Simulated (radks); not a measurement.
Task: The mean radii <r> (bohr) of the occupied orbitals of an atom or ion are listed with their occupations. All-electron calculation, scalar-relativistic Kohn-Sham, BLYP, spin-polarised, spherical densities, finite nucleus; Fermi nuclear charge, rms radius of each element as measured or else 0.836 A^(1/3) + 0.57 fm. Program: a radial shooting solver on a logarithmic mesh with Libxc functionals.

| orbital | occ. | <r> |
|---|---|---|
| 1s up | 1 | 0.02112 |
| 1s down | 1 | 0.02112 |
| 2s up | 1 | 0.08977 |
| 2s down | 1 | 0.08977 |
| 2p up | 3 | 0.07945 |
| 2p down | 3 | 0.07945 |
| 3s up | 1 | 0.2346 |
| 3s down | 1 | 0.2345 |
| 3p up | 3 | 0.2335 |
| 3p down | 3 | 0.2333 |
| 3d up | 5 | 0.2122 |
| 3d down | 5 | 0.2120 |
| 4s up | 1 | 0.5299 |
| 4s down | 1 | 0.5300 |
| 4p up | 3 | 0.5616 |
| 4p down | 3 | 0.5618 |
| 4d up | 5 | 0.6096 |
| 4d down | 5 | 0.6103 |
| 5s up | 1 | 1.296 |
| 5s down | 1 | 1.308 |
| 5p up | 3 | 1.540 |
| 5p down | 3 | 1.562 |
| 4f up | 7 | 0.8639 |
| 6s up | 1 | 4.066 |
| 6s down | 1 | 4.126 |
| 4f down | 3 | 0.9240 |

Name the element and its charge. Open shells, if any, are filled with parallel spins first.

Result: Z = 66, dysprosium, charge 0: Dy in [Xe] 4f10 6s2. The 1s radius gives Z: for a bare nucleus <r> = (2 gamma + 1)/(2Z) with gamma = sqrt(1 - (Z/c)^2), 0.02085 bohr for Z = 66, and screening makes it slightly larger (0.02112 here). The occupations add up to 66, and the charge is Z minus that.
